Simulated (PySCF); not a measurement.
C$_{4}$H$_{9}$O$_{2}$Si (SMILES C=C[Si](OC)OC), doublet, at a GFN2-xTB geometry. Base run: DF-BLYP/def2-SVP in PySCF.

Input for PySCF:
```python
from pyscf import gto, scf, dft

mol = gto.M(
    atom='''
C    -2.639765   -0.718906   -0.360729
C    -1.401154   -1.136090   -0.076516
Si   -0.028848   -0.055903    0.567484
O     1.465022   -0.421229   -0.002092
C     2.072507   -1.666935   -0.136606
O    -0.185854    1.545673    0.418576
C     0.273002    2.389398   -0.610264
H    -2.889013    0.328232   -0.379911
H    -3.432627   -1.405068   -0.611172
H    -1.227160   -2.206547   -0.039358
H     2.156730   -2.166473    0.832109
H     3.071558   -1.509242   -0.545512
H     1.504797   -2.310045   -0.813671
H     0.288661    3.406775   -0.218578
H     1.275580    2.105418   -0.930995
H    -0.405530    2.339240   -1.464878
''',
    basis='def2-svp',
    charge=0,
    spin=1,
    verbose=4,
)

mf = dft.UKS(mol)
mf.xc = 'blyp'
mf = mf.density_fit(auxbasis='def2-universal-jkfit')
mf.kernel()
```

Each row names what was changed in the base input (with any setting that the change needs).

```csv
change,ΔE vs base (mEh),grid points,electrons on the grid
base,0.000,192088,62.99997
grids.becke_scheme = stratmann,0.000,192088,62.99997
grids.prune = dft.gen_grid.sg1_prune,-0.074,83264,63.00029
grids.level = 2,0.016,127528,62.99996
"grids.atom_grid = (150, 974)",-0.001,1290960,63.00000
grids.level = 0,129.5,13720,62.97231
"grids.atom_grid = (30, 110)",0.367,39400,63.00016
small_rho_cutoff = 0,0.000,192088,62.99997
grids.prune = dft.gen_grid.treutler_prune,-0.005,167000,62.99999
"grids.atom_grid = (50, 194)",-0.063,105376,63.00005
grids.radi_method = delley,0.000,205528,62.99997
```

Open shells are given as the SCF converged; they aren't shown to be the lowest states, and a large step between rows can be another state.
